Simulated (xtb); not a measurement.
xtb was given this input:
```
$ xtb mol.xyz --gfn 2 --uhf 2 --grad --json

# file mol.xyz
8

C     -1.29370611    -0.45495980     0.07134256
C      0.08819231     0.33727888     0.11862454
O      0.99930282    -0.36540853     0.85431055
O      0.29821376     0.79544544    -1.06284776
H     -2.03228451     0.19607021    -0.38031375
H     -1.19809768    -1.37897758    -0.49959502
H     -1.51107589    -0.65825986     1.11601260
H      1.59440817    -0.89304257     0.29239111
```

What does this run give for the partial charges in atom order, dipole moment?


```json
{
 "partial_charges_in_atom_order": "C1 -0.08, C2 0.22, O3 -0.38, O4 -0.33, H5 0.09, H6 0.08, H7 0.10, H8 0.31",
 "dipole_moment": "3.01 D"
}
```
